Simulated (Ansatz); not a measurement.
Steps of a relaxation of `C[CH2][Al]([F])[Br]` with RKS PBE-D4/def2-SVP.

```sh
$ ansatz run in.yaml --threads 4 --pin off --events-out ev --progress --plain --max-ram 10444MiB
```

```yaml
crystal:
  periodic: [false, false, false]
  atoms:
    - {symbol: C, position_ang: [-0.253900, 0.497500, 1.169600]}
    - {symbol: C, position_ang: [0.557600, 0.484900, -0.095400]}
    - {symbol: Al, position_ang: [0.015500, -1.048800, -1.280400]}
    - {symbol: F, position_ang: [1.328900, -2.318600, -1.658500]}
    - {symbol: Br, position_ang: [-2.159900, -1.208600, -2.134000]}
    - {symbol: H, position_ang: [0.007400, 1.420900, 1.783000]}
    - {symbol: H, position_ang: [-1.344700, 0.671100, 0.887800]}
    - {symbol: H, position_ang: [-0.142600, -0.371800, 1.744500]}
    - {symbol: H, position_ang: [0.444400, 1.445500, -0.629600]}
    - {symbol: H, position_ang: [1.630300, 0.376700, 0.215900]}
basis:
  gaussian: {orbitals: def2-SVP}
hamiltonian: {xc: pbe, dispersion: d4}
relax: {f_tol: 0.03, max_steps: 200}
```

Positions (Å) and forces (eV/Å) along the path, 14 of 20 steps:

```xyz
10
step=1 energy=-81485.1226 eV
C    -0.254    0.497    1.170   -1.753    3.228   -0.770
C     0.558    0.485   -0.095    0.831   -0.812   -0.406
Al    0.015   -1.049   -1.280    1.962   -1.532   -0.648
F     1.329   -2.319   -1.659   -2.520    2.137    0.582
Br   -2.160   -1.209   -2.134    0.933   -0.057    0.330
H     0.007    1.421    1.783   -0.091   -0.817   -0.163
H    -1.345    0.671    0.888    0.616   -0.416    0.537
H    -0.143   -0.372    1.744    0.104   -1.781    1.361
H     0.444    1.446   -0.630    0.072    0.064   -0.232
H     1.630    0.377    0.216   -0.155   -0.014   -0.591
10
step=2 energy=-81485.6240 eV
C    -0.287    0.539    1.190   -0.434    0.975   -0.174
C     0.560    0.477   -0.085    0.231   -0.456   -0.352
Al    0.071   -1.004   -1.302    1.340   -1.438   -0.264
F     1.201   -2.311   -1.717   -1.305    1.631    0.503
Br   -2.012   -1.261   -2.138   -0.056    0.017   -0.037
H    -0.009    1.428    1.813    0.004   -0.268   -0.088
H    -1.379    0.671    0.967    0.346   -0.162    0.028
H    -0.174   -0.350    1.811    0.042   -0.489    0.359
H     0.463    1.413   -0.675    0.033    0.078    0.003
H     1.648    0.346    0.137   -0.200    0.112    0.022
10
step=3 energy=-81485.7441 eV
C    -0.305    0.572    1.194    0.235   -0.158    0.092
C     0.561    0.427   -0.078   -0.132   -0.099   -0.010
Al    0.057   -1.045   -1.265    0.666   -0.212   -0.167
F     1.220   -2.156   -1.808   -0.326    0.295    0.191
Br   -1.999   -1.311   -2.113   -0.342   -0.050   -0.081
H     0.010    1.443    1.804    0.014    0.050    0.014
H    -1.381    0.708    0.969   -0.015    0.005   -0.107
H    -0.229   -0.322    1.858    0.015    0.141   -0.145
H     0.508    1.350   -0.702   -0.027   -0.024    0.068
H     1.642    0.282    0.145   -0.088    0.053    0.144
10
step=4 energy=-81485.7596 eV
C    -0.298    0.568    1.191    0.107   -0.180    0.037
C     0.560    0.425   -0.083   -0.063    0.039    0.014
Al    0.062   -1.032   -1.288    0.191   -0.038    0.035
F     1.210   -2.161   -1.772   -0.048    0.023   -0.006
Br   -2.017   -1.308   -2.118   -0.119   -0.008   -0.026
H     0.009    1.442    1.800    0.008    0.039   -0.006
H    -1.374    0.691    0.957   -0.044    0.022   -0.034
H    -0.212   -0.327    1.851   -0.002    0.111   -0.098
H     0.506    1.357   -0.694   -0.009   -0.006    0.046
H     1.637    0.294    0.161   -0.020   -0.001    0.038
10
step=5 energy=-81485.7622 eV
C    -0.298    0.565    1.188   -0.020   -0.012   -0.010
C     0.563    0.424   -0.080    0.002    0.015    0.008
Al    0.069   -1.035   -1.286    0.053   -0.017   -0.018
F     1.209   -2.162   -1.788   -0.031    0.018    0.001
Br   -2.026   -1.308   -2.106    0.004    0.007    0.026
H     0.005    1.446    1.792   -0.005   -0.005   -0.010
H    -1.373    0.688    0.944   -0.001    0.003    0.010
H    -0.211   -0.324    1.846   -0.007    0.005    0.001
H     0.510    1.359   -0.684    0.006   -0.007   -0.001
H     1.637    0.296    0.177    0.000   -0.006   -0.008
10
step=6 energy=-81485.7632 eV
C    -0.301    0.564    1.183   -0.027    0.021   -0.017
C     0.567    0.423   -0.079    0.014    0.002    0.005
Al    0.076   -1.035   -1.286   -0.009    0.004   -0.010
F     1.210   -2.160   -1.801   -0.003   -0.003   -0.010
Br   -2.031   -1.306   -2.081    0.018    0.002    0.024
H    -0.002    1.446    1.788   -0.006   -0.006   -0.003
H    -1.376    0.687    0.935    0.006   -0.002    0.006
H    -0.218   -0.323    1.843   -0.005   -0.017    0.016
H     0.517    1.359   -0.682    0.008   -0.003   -0.006
H     1.639    0.294    0.184    0.003    0.000   -0.004
10
step=7 energy=-81485.7652 eV
C    -0.313    0.563    1.169   -0.022    0.062   -0.021
C     0.583    0.421   -0.074    0.032   -0.026    0.011
Al    0.094   -1.032   -1.286   -0.092   -0.004   -0.017
F     1.215   -2.142   -1.856    0.016    0.005   -0.009
Br   -2.045   -1.314   -1.993    0.049   -0.002    0.018
H    -0.024    1.445    1.779   -0.004   -0.004    0.008
H    -1.382    0.690    0.899    0.019   -0.011   -0.005
H    -0.248   -0.323    1.832    0.000   -0.032    0.019
H     0.552    1.357   -0.677    0.010    0.003   -0.007
H     1.650    0.283    0.210   -0.006    0.010    0.003
10
step=8 energy=-81485.7667 eV
C    -0.325    0.566    1.157   -0.008    0.050   -0.021
C     0.599    0.415   -0.066    0.027   -0.023    0.031
Al    0.106   -1.029   -1.286   -0.103   -0.042   -0.041
F     1.223   -2.111   -1.920   -0.012    0.041    0.011
Br   -2.059   -1.337   -1.907    0.079   -0.004    0.016
H    -0.042    1.445    1.773   -0.002   -0.001    0.006
H    -1.386    0.702    0.862    0.030   -0.011   -0.004
H    -0.283   -0.321    1.821    0.001   -0.016    0.003
H     0.593    1.351   -0.670    0.009   -0.004    0.000
H     1.658    0.265    0.240   -0.020    0.009    0.000
10
step=9 energy=-81485.7682 eV
C    -0.339    0.576    1.144    0.016    0.013   -0.024
C     0.617    0.403   -0.053   -0.004   -0.009    0.067
Al    0.113   -1.031   -1.281   -0.092   -0.066   -0.105
F     1.231   -2.050   -2.014   -0.054    0.074    0.052
Br   -2.073   -1.388   -1.808    0.122   -0.001    0.026
H    -0.057    1.451    1.767   -0.002    0.001    0.001
H    -1.390    0.730    0.818    0.061   -0.013    0.004
H    -0.334   -0.312    1.812    0.003    0.028   -0.036
H     0.648    1.338   -0.661    0.005   -0.036    0.020
H     1.666    0.231    0.279   -0.054    0.011   -0.004
10
step=12 energy=-81485.7750 eV
C    -0.355    0.613    1.140    0.005   -0.064   -0.036
C     0.620    0.365   -0.028   -0.014    0.059    0.045
Al    0.099   -1.032   -1.295    0.006   -0.048   -0.072
F     1.253   -1.885   -2.174   -0.085    0.057    0.056
Br   -2.074   -1.560   -1.699    0.092    0.015    0.024
H    -0.031    1.469    1.768   -0.009   -0.016   -0.009
H    -1.383    0.834    0.781    0.060   -0.009    0.023
H    -0.432   -0.273    1.807    0.001    0.073   -0.048
H     0.742    1.294   -0.636    0.000   -0.081    0.039
H     1.644    0.123    0.338   -0.056    0.012   -0.021
10
step=17 energy=-81485.7813 eV
C    -0.384    0.654    1.103   -0.010   -0.017    0.006
C     0.641    0.323    0.007   -0.002    0.014    0.005
Al    0.101   -1.017   -1.309    0.011   -0.034   -0.023
F     1.204   -1.629   -2.418   -0.035    0.023    0.030
Br   -2.015   -1.822   -1.440    0.027    0.009    0.000
H    -0.014    1.452    1.782   -0.005   -0.009   -0.009
H    -1.348    1.002    0.678    0.020   -0.003    0.010
H    -0.616   -0.230    1.733    0.006    0.025   -0.019
H     0.907    1.234   -0.578    0.000   -0.010    0.007
H     1.606   -0.021    0.443   -0.011    0.001   -0.007
10
step=18 energy=-81485.7816 eV
C    -0.387    0.660    1.098   -0.001   -0.003   -0.002
C     0.644    0.319    0.011   -0.004   -0.001    0.006
Al    0.102   -1.018   -1.307   -0.069    0.023    0.041
F     1.190   -1.593   -2.445    0.049   -0.025   -0.047
Br   -2.001   -1.859   -1.409    0.023    0.007    0.004
H    -0.010    1.447    1.785   -0.009   -0.005   -0.001
H    -1.340    1.028    0.665    0.019   -0.005    0.009
H    -0.641   -0.224    1.719    0.004    0.016   -0.010
H     0.927    1.227   -0.570   -0.001   -0.013    0.005
H     1.601   -0.038    0.456   -0.011    0.005   -0.005
10
step=19 energy=-81485.7816 eV
C    -0.393    0.670    1.089   -0.015   -0.004   -0.004
C     0.648    0.313    0.017    0.008   -0.001    0.011
Al    0.103   -1.016   -1.309    0.005   -0.030   -0.061
F     1.172   -1.538   -2.496   -0.056    0.022    0.062
Br   -1.978   -1.921   -1.350    0.051    0.015   -0.002
H    -0.005    1.436    1.793   -0.019   -0.013   -0.005
H    -1.327    1.073    0.643    0.046   -0.017    0.022
H    -0.686   -0.215    1.694    0.013    0.039   -0.024
H     0.962    1.216   -0.556   -0.007   -0.025    0.013
H     1.589   -0.068    0.477   -0.025    0.013   -0.012
10
step=20 energy=-81485.7819 eV
C    -0.391    0.667    1.093    0.001   -0.005   -0.008
C     0.646    0.315    0.014   -0.007    0.001    0.009
Al    0.101   -1.015   -1.310   -0.023   -0.008    0.007
F     1.178   -1.559   -2.476    0.004    0.001   -0.004
Br   -1.984   -1.903   -1.371    0.021    0.009    0.000
H    -0.006    1.438    1.793   -0.008   -0.004   -0.002
H    -1.330    1.060    0.652    0.016   -0.004    0.008
H    -0.672   -0.218    1.701    0.005    0.015   -0.009
H     0.950    1.220   -0.561   -0.001   -0.007    0.004
H     1.592   -0.058    0.469   -0.008    0.003   -0.006
```

It took 27 s on 4 threads of an Arm Neoverse V2 on a shared host, with 0.18 GiB of host memory at the peak.
